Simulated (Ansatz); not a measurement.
(SrTe)n: r2SCAN-D4/def2-TZVP single points in Ansatz on relaxed structures, gas phase. Each cluster is the lowest isomer that a short search found in that spin, judged at the geometry's level, and lower ones may exist. Core potentials for Sr, Te, no spin–orbit coupling. Binding counts from free atoms in the multiplicity of their measured ground term, without zero-point energy. The structures are stationary points that may keep the symmetry of their start.

Task: Estimate the order by LUMO (eV), lowest first.
A. Sr3Te3 (singlet)
B. Sr4Te4 (singlet)

Result: B (-2.17), A (-2.07).

In full:

| species | atoms | state | geometry | HOMO (eV) | LUMO (eV) | gap (eV) | binding per atom (eV) | point group (within 0.1 Å) |
| --- | --- | --- | --- | --- | --- | --- | --- | --- |
| Sr3Te3 | 6 | singlet | PBE-D4/def2-SVP | -4.54 | -2.07 | 2.47 | 2.64 | D3h |
| Sr4Te4 | 8 | singlet | r2SCAN-D4/def2-SVP | -4.56 | -2.17 | 2.39 | 2.65 | – |
| Sr6Te6 | 12 | singlet | PBE0-D4/def2-SVP | -4.60 | -2.15 | 2.46 | 2.63 | – |

The gap (eV) runs from 2.39 (Sr4Te4) to 2.47 (Sr3Te3). The binding per atom (eV) runs from 2.63 (Sr6Te6) to 2.65 (Sr4Te4).
